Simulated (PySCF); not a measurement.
This PySCF input asks for the NMR shieldings of SMILES C[C@H](C#N)CN[SiH2]P, C4H11N2PSi; the geometry comes from GFN2-xTB.

```python
import basis_set_exchange as bse
import numpy as np
from pyscf import gto, dft
from pyscf.prop import nmr

atoms = """
C    -1.812932    1.144632   -1.123100
C    -1.590147   -0.224762   -0.475345
C    -2.846425   -0.753536   -0.002643
N    -3.842811   -1.157871    0.385636
C    -0.594746   -0.153817    0.707192
N     0.717398    0.274944    0.315393
Si    1.848591   -0.751796   -0.465640
P     3.568686    0.611716   -0.895674
H    -2.174980    1.859343   -0.386248
H    -0.879705    1.509918   -1.545262
H    -2.547222    1.072746   -1.922480
H    -1.185538   -0.921823   -1.218427
H    -0.504478   -1.149642    1.147368
H    -0.993573    0.523693    1.469238
H     0.770766    1.268917    0.148086
H     2.115273   -1.862151    0.455050
H     1.422754   -1.330504   -1.755811
H     4.204106    0.417241    0.314051
H     4.315179   -0.367998   -1.516647
"""
names = dict.fromkeys(["C", "N", "Si", "P", "H"], "pcSseg-1")
basis = {el: gto.basis.parse(bse.get_basis(n, elements=[el], fmt="nwchem")) for el, n in names.items()}
mol = gto.M(atom=atoms, basis=basis, charge=0, verbose=0)
mf = dft.RKS(mol, xc="PBE0")
mf.grids.level = 2
mf.grids.alignment = dft.numint.BLKSIZE   # the property module wants whole blocks of grid points
mf.conv_tol = 1e-9
mf.kernel()

calc = nmr.RKS(mf)   # GIAO
C = mf.mo_coeff
Co = C[:, mf.mo_occ > 0]
resp = mf.gen_response(singlet=True, hermi=2)
def vind(x):   # induced exchange potential for any number of trial vectors
    d = np.einsum("pi,xij,qj->xpq", C, 2 * x.reshape(-1, C.shape[1], Co.shape[1]), Co, optimize=True)
    return np.einsum("xpq,pi,qj->xij", resp(d - d.transpose(0, 2, 1)), C, Co, optimize=True).ravel()
mo1, _ = nmr.rhf.solve_mo1(calc, with_cphf=vind)
sigma = calc.kernel(mo1)
for i, s in enumerate(sigma):   # ppm
    w = np.linalg.eigvalsh((s + s.T) / 2)
    print("%2d %-2s iso %8.1f  s11 %8.1f  s22 %8.1f  s33 %8.1f" % (i, mol.atom_pure_symbol(i), w.mean(), *w))
```

Problem. What does it print?

Solution. 
```
 0 C  iso    169.9  s11    157.0  s22    165.8  s33    186.8
 1 C  iso    160.6  s11    147.9  s22    159.8  s33    174.1
 2 C  iso     60.8  s11    -61.1  s22    -52.3  s33    296.0
 3 N  iso    -32.0  s11   -198.2  s22   -190.0  s33    292.0
 4 C  iso    134.3  s11    107.8  s22    140.0  s33    155.1
 5 N  iso    239.5  s11    203.0  s22    239.0  s33    276.5
 6 Si iso    389.0  s11    340.0  s22    371.6  s33    455.4
 7 P  iso    626.8  s11    561.4  s22    627.0  s33    692.0
 8 H  iso     30.9  s11     27.6  s22     28.0  s33     36.9
 9 H  iso     30.2  s11     24.7  s22     30.4  s33     35.6
10 H  iso     30.2  s11     25.9  s22     27.6  s33     37.0
11 H  iso     29.2  s11     25.2  s22     28.9  s33     33.6
12 H  iso     28.4  s11     23.0  s22     29.7  s33     32.6
13 H  iso     28.8  s11     23.2  s22     28.8  s33     34.2
14 H  iso     31.1  s11     22.0  s22     31.7  s33     39.7
15 H  iso     26.5  s11     22.8  s22     25.1  s33     31.7
16 H  iso     26.6  s11     22.1  s22     26.4  s33     31.3
17 H  iso     30.4  s11     24.9  s22     27.4  s33     39.0
18 H  iso     30.8  s11     25.5  s22     27.0  s33     40.0
```

These numbers come from an equivalent density-fitted implementation of the same equations, which agrees with the script to about 0.01 ppm for H and up to a few tenths of a ppm for heavy atoms, so last digits may differ.

Problem. Turn these shieldings into chemical shifts. Scale: ¹³C (σ = 186.93 ppm), ²⁹Si (σ = 349.16 ppm), ¹H (σ = 31.72 ppm) against TMS; ¹⁵N (σ = 267.73 ppm) against NH3; ³¹P (σ = 318.38 ppm) against H3PO4 (reference shieldings calculated alike).

Solution. Averaging equivalent atoms: C 2: 126.1; C 4: 52.6; C 1: 26.3; C 0: 17.1; N 3: 299.8; N 5: 28.2; Si 6: -39.8; P 7: -308.4; H 15: 5.18; H 16: 5.09; H 12: 3.31; H 13: 2.94; H 11: 2.49; H 8/9/10: 1.30; H 17/18: 1.11; H 14: 0.57 ppm. Experimental scales use liquid or dissolved standards, which lie at an offset from isolated NH3 (liquid NH3: subtract about 20 ppm) and H3PO4. Unscaled 15N shifts of sp2 nitrogen come out 20 to 40 ppm too high even then.

Size and cost of the density-fitted run: 205 basis functions, 70 s wall time on 1 thread of an Arm Neoverse N1, shared host; peak memory 0.86 GiB.
